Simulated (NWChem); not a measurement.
## Correlation energy of C2H2Cl

SMILES: [CH]=CCl
```xyz
5

C      1.6920    -0.3352     0.0000
C      0.4360    -0.7015     0.0000
Cl    -0.8935     0.4359     0.0000
H      2.3171     0.5543     0.0000
H      0.1032    -1.7442     0.0000
```
Charge 0, spin multiplicity 2.

Everything below was run with NWChem. The geometry was optimised at UPBE0/def2-SVP, a minimum by its harmonic frequencies.

Basis set: 3-21G. Each correlation energy counts from its own Hartree-Fock reference.

| method | correlation energy (mHa) | remark |
|---|---|---|
| UMP2 | -188.2 | spin-contaminated |
| SCS-UMP2 | -186.8 | spin-contaminated |
| CCSD on UHF | -226.5 | spin-contaminated |
| CCSD[T] on UHF | -233.9 | spin-contaminated |
| CCSD(T) on UHF | -233.1 | spin-contaminated |
| CCSD on ROHF | -236.9 | - |
| CCSD[T] on ROHF | -244.7 | - |
| CCSD(T) on ROHF | -244.0 | - |
| CCSDT on ROHF | -244.4 | - |

The values span 57.9 mHa, from CCSD[T] on ROHF (lowest) to SCS-UMP2 (highest). 

The correlated methods keep 7 core orbitals frozen. The structure started from a generated list of species. The unpaired electrons of the parent sit in orbitals of symmetry a' (Cs labels of the run); other states weren't searched. No SCF solution was tested for a lower state. Open-shell Hartree-Fock references start from PBE0 orbitals. Coupled-cluster values serve here as a point of comparison, not as the truth.
